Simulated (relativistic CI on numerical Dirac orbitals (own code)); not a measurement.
One change at a time: Bi⁵⁶⁺

Base calculation: Dirac-Coulomb-Breit CI, orbitals from a KLI potential per configuration, QED by a radiative potential, unscaled Slater integrals.

Configuration list (outside the closed core [Ne]): 3s²3p⁶3d⁹, 3s²3p⁵3d¹⁰, 3s3p⁶3d¹⁰, 3s²3p⁶3d⁸4s, 3s²3p⁶3d⁸4p, 3s²3p⁴3d¹⁰4s, 3s²3p⁶3d⁸4d, 3s²3p⁴3d¹⁰4p, 3s²3p⁵3d⁹4s, 3s²3p⁶3d⁸4f, 3s²3p⁴3d¹⁰4d, 3s²3p⁵3d⁹4p, 3s3p⁵3d¹⁰4s, 3s²3p⁶3d⁷4s², 3s3p⁵3d¹⁰4p, 3s²3p⁵3d⁹4d. Levels of other configurations are missing.

The lowest level and the first level of each name with at least 55 % of one term (blank where a level has no safe partner in the second run):

| Level | Base (eV) | Shift (eV) |
| --- | --- | --- |
| 3s²3p⁶3d⁹ ²D5/2 | 0.00 | 0.00 |
| 3s²3p⁶3d⁹ ²D3/2 | 116.22 | +2.16 |
| 3s²3p⁵3d¹⁰ ²P°3/2 | 564.82 | +3.92 |
| 3s²3p⁵3d¹⁰ ²P°1/2 | 1113.96 | +9.53 |
| 3s3p⁶3d¹⁰ ²S1/2 | 1403.83 | +3.92 |
| 3s²3p⁶3d⁸4s ⁴F9/2 | 2157.53 | +1.79 |
| 3s²3p⁶3d⁸4s ²F7/2 | 2161.16 | +1.61 |
| 3s²3p⁶3d⁸4s ⁴F7/2 | 2272.92 | +3.67 |
| 3s²3p⁶3d⁸4s ⁴F5/2 | 2273.89 | +3.49 |
| 3s²3p⁶3d⁸4s ²G9/2 | 2290.00 | +4.70 |
| 3s²3p⁶3d⁸4s ²G7/2 | 2290.85 | +4.48 |
| 3s²3p⁶3d⁸4s ²P1/2 | 2292.85 | +2.24 |
| 3s²3p⁶3d⁸4p ²P°1/2 | 2310.52 | -2.46 |
| 3s²3p⁶3d⁸4p ⁴G°7/2 | 2390.72 | +1.90 |

At this charge energies of transitions that change n are usually good to better than 1 %, and those within a shell (Δn = 0) to a few per cent.

Q: One thing was changed in a second run, which moved the levels as shown. Which?
A. QED terms removed
B. configuration mixing switched off
C. P86 correlation estimate
D. Breit term removed
E. non-relativistic limit

A: D. Breit term removed. The Breit term mainly narrows fine-structure intervals, so removing it widens them.

LS names give the leading component of a level, which can be under half, so a name can repeat, a term be missing and a line seem to break the LS rules.
